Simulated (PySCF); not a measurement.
Species: C₅H₅FN (charge -1).
Z-matrix (Å and degrees, GFN2-xTB geometry), rows numbered from 1:
```
N 
C   1  1.1726
C   2  1.3612  1  169.75
F   3  1.4465  2  115.49  1  -116.35
C   3  1.4737  2  122.98  1   102.46
C   5  1.5235  3  124.29  2    31.21
C   5  1.4989  3  120.57  2   -40.94
H   5  1.0888  3  112.01  2   176.77
H   6  1.0806  5  117.81  7   106.72
H   6  1.0844  5  119.80  7  -106.88
H   7  1.0809  5  117.20  6  -107.77
H   7  1.0841  5  119.49  6   107.97
```

Computed at PBE0/pcSseg-1 (PySCF, non-relativistic), with Q(14N) = 0.02044 b: N1, 14N (I = 1): χzz = 4.623 MHz, η = 0.371.

(1) Where would the pure quadrupole (NQR) lines of 14N at N1 fall for the rigid, isolated species?

Results:

(1) From ν± = (3/4)|χ|(1 ± η/3) and ν0 = |χ|η/2: ν+ 3.896 MHz, ν− 3.038 MHz, ν0 0.857 MHz (nitrogen bonded to C).

In a crystal, neighbours and librations shift these lines. The pcSseg-1 basis has no diffuse functions, a weakness for an anion. The HOMO energy is positive at this level (+0.69 eV), so the outermost electrons may be held by the finite basis alone. GFN2-xTB bond lengths can be off by several hundredths of an ångström, more for odd bonds, and the gradients follow them. The basis is small and wasn't made for field gradients, so the couplings can be 20 % off.

The run behind these numbers computed NMR shieldings as well. The run took 12 s of wall time on Arm Neoverse V2, one thread, no GPU, on a shared host, and the process peaked at 0.71 GiB of memory.

One conformer stands for the species.
